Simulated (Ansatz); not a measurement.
`O[SiH2][CH2][SbH2]` and `CSC[SiH2]O` differ in one atom or group.

Ansatz, PBE0-D4/def2-TZVP geometries, multiplicity 1. Each molecule was computed in one conformer, which needn't be the lowest.

Elements past krypton have def2 core potentials.  Spin–orbit coupling is left out; it splits and shifts lone-pair levels of the heavy atoms by tenths of an eV.

```tsv
property	`O[SiH2][CH2][SbH2]`
size of the dipole moment (B3LYP/def2-TZVPP) / D	1.01
LUMO energy (ωB97M-V/def2-TZVPP) / eV	1.27
HOMO–LUMO gap (PBE/def2-TZVPP) / eV	4.96
HOMO energy (PBE0/def2-TZVPP) / eV	-7.03
HOMO–LUMO gap (ωB97M-V/def2-TZVPP) / eV	10.39
LUMO energy (PBE/def2-TZVPP) / eV	-1.08
```

Problem. Give the same properties after the change, and the shifts. (Best estimate.)

Solution. Computed: 
```csv
property,`CSC[SiH2]O`,shift
size of the dipole moment (B3LYP/def2-TZVPP) / D,2.06,1.05
LUMO energy (ωB97M-V/def2-TZVPP) / eV,1.93,0.66
HOMO–LUMO gap (PBE/def2-TZVPP) / eV,4.69,-0.27
HOMO energy (PBE0/def2-TZVPP) / eV,-6.54,0.49
HOMO–LUMO gap (ωB97M-V/def2-TZVPP) / eV,10.65,0.26
LUMO energy (PBE/def2-TZVPP) / eV,-0.67,0.41
```

With PBE0 the HOMO rises by 0.49 eV and the LUMO rises by 0.55 eV, so the gap widens by about 0.06 eV. PBE moves the HOMO by 0.69 eV and ωB97M-V by 0.39 eV. The zero-point energy changes by 68.3 kJ/mol with +6 modes. Dipoles are sizes alone; their direction can turn.

Positive LUMOs are unbound, so they and the gaps depend on the basis.

B3LYP here is the variant with VWN-RPA as its local correlation; programs differ in this.
